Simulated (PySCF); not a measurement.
# `N[SiH2]S[SiH3]`: 4 charge schemes on one density

Compound: H7NSSi2.
Z-matrix (Å and degrees, PBE0-D3(BJ)/def2-SVP geometry), rows numbered from 1:
```
N 
Si  1  1.7246
S   2  2.1489  1  108.61
Si  3  2.1540  2   96.66  1   -40.57
H   1  1.0134  2  121.96  3   -63.54
H   1  1.0131  2  120.70  3   143.92
H   2  1.4944  1  116.99  3   117.54
H   2  1.4921  1  105.27  3  -120.83
H   4  1.4928  3  111.17  2   -44.33
H   4  1.4924  3  105.24  2  -162.62
H   4  1.4911  3  112.56  2    79.28
```

Density: PBE0/pcSseg-1 (PySCF); schemes: Mulliken, IAO, Hirshfeld and ESP-fitted. One conformer (not necessarily the lowest) at the PBE0-D3(BJ)/def2-SVP geometry, without solvent, vibrations or thermal averaging.

Problem. Give the atomic charges in each scheme.

Solution. In e:

| atom | environment | Mulliken | IAO | Hirshfeld | ESP-fitted |
| --- | --- | --- | --- | --- | --- |
| N1 | silicon-bound nitrogen | -0.648 | -0.839 | -0.299 | -0.949 |
| Si2 | SiH2 silicon | +0.671 | +0.810 | +0.343 | +0.596 |
| S3 | sulfur bonded to 2 Si | -0.526 | -0.438 | -0.184 | -0.361 |
| Si4 | SiH3 silicon | +0.445 | +0.527 | +0.277 | +0.341 |
| H5 | N–H hydrogen | +0.209 | +0.269 | +0.124 | +0.382 |
| H6 | N–H hydrogen | +0.210 | +0.272 | +0.126 | +0.383 |
| H7 | Si–H hydrogen | -0.084 | -0.136 | -0.084 | -0.097 |
| H8 | Si–H hydrogen | -0.073 | -0.131 | -0.078 | -0.101 |
| H9 | Si–H hydrogen | -0.067 | -0.113 | -0.072 | -0.071 |
| H10 | Si–H hydrogen | -0.071 | -0.105 | -0.075 | -0.057 |
| H11 | Si–H hydrogen | -0.067 | -0.116 | -0.077 | -0.066 |

Mean size of the charges over all atoms: IAO 0.341 e, ESP-fitted 0.309 e, Mulliken 0.279 e, Hirshfeld 0.158 e. Each set sums to the total charge, 0, to within 0.001 e. The IAO scheme projects the occupied orbitals on a minimal set of polarised atomic orbitals and counts the electrons in each atom's part of it.

Lowest charge. All schemes agree: Mulliken N1 (-0.648); IAO N1 (-0.839); Hirshfeld N1 (-0.299); ESP-fitted N1 (-0.949).

Highest charge. All schemes agree: Mulliken Si2 (+0.671); IAO Si2 (+0.810); Hirshfeld Si2 (+0.343); ESP-fitted Si2 (+0.596).

Problem. How closely do the schemes follow one another over all atoms?

Solution. Correlation coefficient and root-mean-square difference: Mulliken with IAO 0.99, 0.090 e; IAO with Hirshfeld 0.99, 0.250 e; Mulliken with Hirshfeld 0.97, 0.188 e; IAO with ESP-fitted 0.97, 0.110 e; Mulliken with ESP-fitted 0.95, 0.133 e; Hirshfeld with ESP-fitted 0.93, 0.244 e.

Problem. How many electrons does the Mulliken scheme count on Si4?

Solution. Z − q = 14 − (+0.445) = 13.555.
